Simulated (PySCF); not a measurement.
## Shapes and spin states of FeO3

Level of theory: PBE0/[Fe def2-SVP, O def2-SVP], no relativity, density fitting, PySCF.

Relaxations began from a few typed shapes and spin states; open shells are unrestricted. The search is not exhaustive: other isomers or separated fragments can lie lower, and high-lying points may rest on an excited occupation.

(1) Which is the lowest minimum found?
A. triplet (⟨S²⟩ 2.59) C2v: Fe–O 1.566 Å (×2), Fe–O 1.625 Å; O–Fe–O 115.0°, O–Fe–O 122.5° (×2)
B. broken-symmetry Ms = 1 (⟨S²⟩ 3.17) C2v: Fe–O 1.591 Å, Fe–O 1.945 Å (×2), O–O 1.286 Å; Fe–O–O 70.7° (×2), O–Fe–O 38.6°, O–Fe–O 160.7° (×2)
C. singlet D3h: Fe–O 1.537 Å (×3); O–Fe–O 120.0° (×3)

Answers

(1) B. The others lie at 48.5 (triplet C2v), 60.3 (singlet D3h) kJ/mol above it.

For the lowest minimum: the determinant is spin-contaminated (⟨S²⟩ = 3.17, pure value 2.00). Open d and f shells are described by one determinant, and the ground state may have another occupation or spin.
